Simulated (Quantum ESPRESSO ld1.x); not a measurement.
Input (ld1.x (Quantum ESPRESSO 7.5)):

```
 &input
    atom='Pr',
    iswitch=1,
    rel=2,
    dft='RXC-VWN',
    config='[Kr] 4d10 4f1 5s2 5p4 6s0 5d0',
    rel_dist='average',
    verbosity='high',
    lsmall=.true.,
    prefix='ld1',
    max_out_wfc=37,
    file_charge='ld1.rho',
 /
```

Command: `OMP_NUM_THREADS=1 ld1.x < ld1.in > ld1.out`

Output (excerpt):

```
     Program LD1 v.7.5 starts

     --------------------------- All-electron run ----------------------------

     dirac relativistic calculation

     atomic number is 59.00
     dft =RXC-VWN   lsd =0 sic =0 latt =0  beta=0.20 tr2=1.0E-14
     Exchange-correlation= RXC-VWN
                           (   3   2   0   0   0   0   0)
     mesh =2087 r(mesh) = 100.53064 a.u. xmin = -8.00 dx = 0.00800
     1 Ry =  13.60569312 eV, c = 137.03599908

     n l j   nl                  e(Ry)          e(Ha)          e(eV)
     Spin orbit split results
     1 0 0.5 1S 1( 2.00)   -3057.902388558   -1528.951194279 -41604.8814988
     2 0 0.5 2S 1( 2.00)    -497.680941948    -248.840470974  -6771.2941693
     2 1 0.5 2P 1( 2.00)    -471.250360932    -235.625180466  -6411.6877949
     2 1 1.5 2P 1( 4.00)    -436.183614625    -218.091807313  -5934.5804059
     3 0 0.5 3S 1( 2.00)    -112.419741308     -56.209870654  -1529.5485012
     3 1 0.5 3P 1( 2.00)    -101.077843238     -50.538921619  -1375.2341166
     3 1 1.5 3P 1( 4.00)     -94.128634847     -47.064317423  -1280.6853198
     4 0 0.5 4S 1( 2.00)     -27.243873157     -13.621936578   -370.6717777
     4 1 0.5 4P 1( 2.00)     -22.969879328     -11.484939664   -312.5211292
     4 1 1.5 4P 1( 4.00)     -21.434998534     -10.717499267   -291.6380121
     3 2 1.5 3D 1( 4.00)     -74.174398919     -37.087199460  -1009.1941093
     3 2 2.5 3D 1( 6.00)     -72.669566832     -36.334783416   -988.7198257
     4 2 1.5 4D 1( 4.00)     -14.356690966      -7.178345483   -195.3327315
     4 2 2.5 4D 1( 6.00)     -14.080952583      -7.040476292   -191.5811197
     4 3 2.5 4F 1( 0.43)      -5.926355603      -2.963177801    -80.6321757
     4 3 3.5 4F 1( 0.57)      -5.890872858      -2.945436429    -80.1494083
     5 0 0.5 5S 1( 2.00)      -8.063321851      -4.031660925   -109.7070827
     5 1 0.5 5P 1( 1.33)      -6.742061849      -3.371030925    -91.7304245
     5 1 1.5 5P 1( 2.67)      -6.448415414      -3.224207707    -87.7351612
     6 0 0.5 6S 1( 0.00)      -3.582663385      -1.791331692    -48.7446186
     5 2 1.5 5D 1( 0.00)      -4.475888582      -2.237944291    -60.8975665
     5 2 2.5 5D 1( 0.00)      -4.431963393      -2.215981696    -60.2999339
     Averaged results
     1 0     1S 1( 2.00)   -3057.902388558   -1528.951194279 -41604.8814988
     2 0     2S 1( 2.00)    -497.680941948    -248.840470974  -6771.2941693
     2 1     2P 1( 6.00)    -447.872530061    -223.936265030  -6093.6162022
     3 0     3S 1( 2.00)    -112.419741308     -56.209870654  -1529.5485012
     3 1     3P 1( 6.00)     -96.445037644     -48.222518822  -1312.2015854
     4 0     4S 1( 2.00)     -27.243873157     -13.621936578   -370.6717777
     4 1     4P 1( 6.00)     -21.946625465     -10.973312733   -298.5990512
     3 2     3D 1(10.00)     -73.271499667     -36.635749833   -996.9095391
     4 2     4D 1(10.00)     -14.191247936      -7.095623968   -193.0817645
     4 3     4F 1( 1.00)      -5.906079749      -2.953039874    -80.3563086
     5 0     5S 1( 2.00)      -8.063321851      -4.031660925   -109.7070827
     5 1     5P 1( 4.00)      -6.546297559      -3.273148779    -89.0669157
     6 0     6S 1( 0.00)      -3.582663385      -1.791331692    -48.7446186
     5 2     5D 1( 0.00)      -4.449533468      -2.224766734    -60.5389869

     final scf error:  6.7E-15 reached in  28 iterations

     Etot =  -18425.941985 Ry,   -9212.970993 Ha, -250697.712157 eV

     Ekin =   19760.296643 Ry,    9880.148321 Ha,  268852.532141 eV
     Encl =  -44627.069892 Ry,  -22313.534946 Ha, -607182.217933 eV
     Eh   =    6824.993411 Ry,    3412.496705 Ha,   92858.765916 eV
     Exc  =    -384.162147 Ry,    -192.081073 Ha,   -5226.792281 eV

     normalization and overlap integrals

     s(1S/1S) =  1.000000  <r> =   0.0242  <r2> =    0.0008  r(max) =   0.0155
     LC norm =  0.95254008 + SC norm =  0.04745992 =  1.00000000
     s(2S/2S) =  1.000000  <r> =   0.1029  <r2> =    0.0126  r(max) =   0.0874
     LC norm =  0.98965092 + SC norm =  0.01034908 =  1.00000000
     s(2P/2P) =  1.000000  <r> =   0.0863  <r2> =    0.0092  r(max) =   0.0671
     LC norm =  0.98960191 + SC norm =  0.01039809 =  1.00000000
     s(2P/2P) =  1.000000  <r> =   0.0926  <r2> =    0.0104  r(max) =   0.0721
     LC norm =  0.99024361 + SC norm =  0.00975639 =  1.00000000
     s(3S/3S) =  1.000000  <r> =   0.2729  <r2> =    0.0852  r(max) =   0.2492
     LC norm =  0.99681107 + SC norm =  0.00318893 =  1.00000000
     s(3P/3P) =  1.000000  <r> =   0.2624  <r2> =    0.0800  r(max) =   0.2375
     LC norm =  0.99686473 + SC norm =  0.00313527 =  1.00000000
     s(3P/3P) =  1.000000  <r> =   0.2747  <r2> =    0.0875  r(max) =   0.2472
     LC norm =  0.99704327 + SC norm =  0.00295673 =  1.00000000
     s(4S/4S) =  1.000000  <r> =   0.6205  <r2> =    0.4345  r(max) =   0.5772
     LC norm =  0.99899443 + SC norm =  0.00100557 =  1.00000000
     s(4P/4P) =  1.000000  <r> =   0.6365  <r2> =    0.4607  r(max) =   0.5865
     LC norm =  0.99905977 + SC norm =  0.00094023 =  1.00000000
     s(4P/4P) =  1.000000  <r> =   0.6636  <r2> =    0.5005  r(max) =   0.6105
     LC norm =  0.99911942 + SC norm =  0.00088058 =  1.00000000
     s(3D/3D) =  1.000000  <r> =   0.2456  <r2> =    0.0711  r(max) =   0.1992
     LC norm =  0.99715835 + SC norm =  0.00284165 =  1.00000000
     s(3D/3D) =  1.000000  <r> =   0.2494  <r2> =    0.0733  r(max) =   0.2024
     LC norm =  0.99721026 + SC norm =  0.00278974 =  1.00000000
     s(4D/4D) =  1.000000  <r> =   0.7090  <r2> =    0.5817  r(max) =   0.6253
     LC norm =  0.99926106 + SC norm =  0.00073894 =  1.00000000
     s(4D/4D) =  1.000000  <r> =   0.7183  <r2> =    0.5968  r(max) =   0.6354
     LC norm =  0.99927664 + SC norm =  0.00072336 =  1.00000000
     s(4F/4F) =  1.000000  <r> =   0.8859  <r2> =    0.9589  r(max) =   0.6508
     LC norm =  0.99955664 + SC norm =  0.00044336 =  1.00000000
     s(4F/4F) =  1.000000  <r> =   0.8914  <r2> =    0.9706  r(max) =   0.6560
     LC norm =  0.99956125 + SC norm =  0.00043875 =  1.00000000
     s(5S/5S) =  1.000000  <r> =   1.3863  <r2> =    2.1439  r(max) =   1.2949
     LC norm =  0.99973581 + SC norm =  0.00026419 =  1.00000000
     s(5P/5P) =  1.000000  <r> =   1.4966  <r2> =    2.5060  r(max) =   1.3805
     LC norm =  0.99977095 + SC norm =  0.00022905 =  1.00000000
     s(5P/5P) =  1.000000  <r> =   1.5526  <r2> =    2.6950  r(max) =   1.4369
     LC norm =  0.99978430 + SC norm =  0.00021570 =  1.00000000
     s(6S/6S) =  1.000000  <r> =   2.6892  <r2> =    8.0303  r(max) =   2.6392
     LC norm =  0.99990273 + SC norm =  0.00009727 =  1.00000000
     s(5D/5D) =  1.000000  <r> =   1.8598  <r2> =    3.8881  r(max) =   1.6997
     LC norm =  0.99984455 + SC norm =  0.00015545 =  1.00000000
     s(5D/5D) =  1.000000  <r> =   1.8777  <r2> =    3.9622  r(max) =   1.7134
     LC norm =  0.99984681 + SC norm =  0.00015319 =  1.00000000

     LC charge = 52.75542042 + SC charge =  0.24457958 = 53.00000000

     ------------------------ End of All-electron run ------------------------
```

Run on one thread of a shared host, so times are rough (Intel(R) Xeon(R) Processor @ 2.60GHz): 0.83 s of CPU time, 1.1 s wall, 28 iterations on 2087 mesh points.
